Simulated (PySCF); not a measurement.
**Working with the constants of CeS**

HSE06 constants of CeS, triplet, about 1.2 electrons in the 4f shell (Mulliken), real f orbitals that mix terms (basis Ce x2c-SVPall, S x2c-SVPall; spin-free X2C with a Gaussian nucleus; PySCF 2.14; masses 139.9054 and 31.9721 u):

| Property | Result |
| --- | --- |
| ωe | 475.1 cm⁻¹ |
| ωexe | 0.95 cm⁻¹ |
| Be | 0.12012 cm⁻¹ |
| αe | 0.000335 cm⁻¹ |

(1) What force constant and bond length do these constants imply?

(2) Estimate the centrifugal constant D from the Kratzer relation and find the Dunham coefficient a1.

These are scalar-relativistic numbers at best; spin–orbit coupling would shift them, the dissociation energy most. The state is the lowest single determinant that the PBE0 search found; with open d or f shells the true ground state can be another one.

## Answers

(1) Reduced mass μred = 26.025 u; k = 5.8918×10⁻⁷·μred·ωe² (u, cm⁻¹, mdyn/Å) = 3.46 mdyn/Å; Re = √(16.8576/(μred·Be)) (u, cm⁻¹, Å) = 2.322 Å.

(2) D = 4Be³/ωe² = 3.07e-08 cm⁻¹; a1 = −1 − αeωe/(6Be²) = -2.84.
